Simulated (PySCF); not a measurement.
# Polarisability and C₆ of Os (osmium, neutral)

[Xe] 4f14 5d6 6s2, high-spin 5D determinant. All numbers are calculated (PySCF 2.14, scalar relativity through the core potential, in def2-TZVPPD with the def2 core potential (60 electrons)). Coupled (time-dependent) response in atomic units; α is the mean over directions.

| method | mean α (bohr³) | α xx, yy, zz | C₆ (like pair) | S(−4) |
| --- | --- | --- | --- | --- |
| LC-wPBE | 59.30 | 58.02, 58.02, 61.87 | 644.0 | 1541 |

S(−4) is the Cauchy moment in α(ω) = α(0) + S(−4) ω² + …

Reference α: 57 ± 3 bohr³ (recommended; Schwerdtfeger and Nagle, table of static dipole polarizabilities (2023 update)). Published C₆: 584.0 (Gould and Bucko (2016)).

Spin-orbit coupling is absent.

α(iu) at LC-wPBE:

```json
{"u (hartree)": "0", "α(iu) (bohr³)": "59.30"}
{"u (hartree)": "0.0500", "α(iu) (bohr³)": "55.79"}
{"u (hartree)": "0.100", "α(iu) (bohr³)": "48.00"}
{"u (hartree)": "0.200", "α(iu) (bohr³)": "32.74"}
{"u (hartree)": "0.300", "α(iu) (bohr³)": "22.95"}
{"u (hartree)": "0.500", "α(iu) (bohr³)": "13.57"}
{"u (hartree)": "0.750", "α(iu) (bohr³)": "8.826"}
{"u (hartree)": "1.00", "α(iu) (bohr³)": "6.446"}
{"u (hartree)": "1.50", "α(iu) (bohr³)": "3.964"}
{"u (hartree)": "2.00", "α(iu) (bohr³)": "2.682"}
{"u (hartree)": "3.00", "α(iu) (bohr³)": "1.445"}
{"u (hartree)": "5.00", "α(iu) (bohr³)": "0.6032"}
```

The components differ because the open shell of this determinant is not spherical; for a pure term their mean is the scalar polarisability.

Energies and moments cover only the electrons outside the core potential. Spin-orbit coupling, absent here, splits the open shell strongly.
